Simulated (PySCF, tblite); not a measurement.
Isomers of [C6H8N2]+ (charge +1 and doublet state), one GFN2-xTB conformer each. Single-point energies are computed at B3LYP/pcH-1 (PySCF, gas phase, no added dispersion term), electronic only. GFN2-xTB treats the open shell by occupation alone, and not every SCF solution was tested for stability.

| SMILES | GFN2-xTB relative energy (kcal/mol) |
| --- | --- |
| [H]/N=C(N=C)\C(C)=[C]/[CH2+] | 4.1 |
| [H]/N=C1\C[NH+][C@@H]1C#CC | 0.0 |
| [H]/N=C/[C@H](C#N)C[CH][CH2+] | 14.7 |

Conformers: `[H]/[N:4]=[C:3]([N:2]=[CH2:1])\[C:5]([CH3:6])=[C:7]/[CH2+:8]` (charge +1 and doublet state) with C1–N2–C3–N4 -94°, N2–C3–C5–C6 57°; `[H]/[N:8]=[CH:7]/[C@@H:4]([CH2:3][CH:2][CH2+:1])[C:5]#[N:6]` (charge +1 and doublet state) with H–C1–C2–C3 174° and -6°, C1–C2–C3–C4 144°, C2–C3–C4–C5 44°, C3–C4–C7–N8 -23°.

What does B3LYP/pcH-1 give for the same structures?

| SMILES | B3LYP/pcH-1 E (Eh) | B3LYP/pcH-1 (kcal/mol) | GFN2-xTB (kcal/mol) | point group |
| --- | --- | --- | --- | --- |
| [H]/N=C/[C@H](C#N)C[CH][CH2+] | -342.57961 | 0.0 | 14.7 | C1 |
| [H]/N=C(N=C)\C(C)=[C]/[CH2+] | -342.56662 | 8.2 | 4.1 | C1 |
| [H]/N=C1\C[NH+][C@@H]1C#CC | -342.55212 | 17.3 | 0.0 | C1 |

GFN2-xTB puts [H]/N=C1\C[NH+][C@@H]1C#CC lowest instead; measured from each level's own lowest isomer, the values differ by up to 17.3 kcal/mol ([H]/N=C1\C[NH+][C@@H]1C#CC: 0.0 against 17.3). As drawn, the highest has a four-membered ring, which the lowest lacks.

What happens when harmonic zero-point energies from GFN2-xTB frequencies are added?

```tsv
SMILES	ZPE (kcal/mol)	electronic (kcal/mol)	with ZPE (kcal/mol)
[H]/N=C/[C@H](C#N)C[CH][CH2+]	76.6	0.0	0.0
[H]/N=C(N=C)\C(C)=[C]/[CH2+]	75.4	8.2	7.0
[H]/N=C1\C[NH+][C@@H]1C#CC	77.2	17.3	17.9
```

The zero-point energies span 1.8 kcal/mol. The order is unchanged.

As an exercise, what shares would exp(−E/RT) give at 2000 K from these electronic energies alone (no entropy, no degeneracies)?

RT = 3.974 kcal/mol: [H]/N=C/[C@H](C#N)C[CH][CH2+] 87.6 %, [H]/N=C(N=C)\C(C)=[C]/[CH2+] 11.3 %, [H]/N=C1\C[NH+][C@@H]1C#CC 1.1 %.
